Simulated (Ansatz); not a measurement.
Ansatz (a program for electronic structure) input (PBE/6-31G* with LANL2DZ past Ar): The .json file joins the Basis Set Exchange's 6-31G* for atoms up to Ar and LANL2DZ past it.

Ansatz 0.2 input:
```yaml
crystal:
  periodic: [false, false, false]
  atoms:
    - {symbol: Cl, position_ang: [-0.00000000, -0.00000000, -1.35630350]}
    - {symbol: Ge, position_ang: [0.00000000, 0.00000000, 0.72053623]}
basis:
  gaussian:
    orbitals: 6-31Gs+LANL2DZ.json
hamiltonian:
  xc: {name: PBE}
total_charge: 1
output: {forces: true}
```

Output:

```
WARN ansatz: RAYON_NUM_THREADS=1 ignored (pool sized by the plan → 1); use --threads N
Functional definition: PBE
integrals: 0.00 GiB planned
286 factors; integrals over basis functions are off by at most 3.0e-4 eV
mean field: 0.05 GiB planned
mean field evaluation 1: about -12604.9552 eV, gradient 4.3e1 eV
mean field evaluation 2: about -12505.2760 eV, gradient 1.4e2 eV
mean field evaluation 4: about -12611.8063 eV, gradient 5.8e0 eV
mean field evaluation 8: about -12611.9115 eV, gradient 2.1e-1 eV
mean field evaluation 16: about -12611.9116 eV, gradient 1.2e-5 eV
mean field -12611.91162244 eV, -463.4792034640 hartree, gradient 1.2e-5 eV, S^2 0.000000; 0 other end points of the search recorded, 0 dependent functions left out
the calculation of the forces begins
reference -12611.91164807 eV, -463.4792044058 hartree; 10, 10 occupied and 17, 17 virtual orbitals, 286 factors
Total energy: -12611.91164807 eV, -463.4792044058 hartree
Atom 0 at    -0.000000    -0.000000    -1.356304 Å, force    -0.000000    -0.000000    -0.957896 eV/Å
Atom 1 at     0.000000     0.000000     0.720536 Å, force     0.000000     0.000000     0.957896 eV/Å
Dipole moment:     0.000000    -0.000000     0.462597 e Å
```

The dipole moment of an ion depends on the origin.
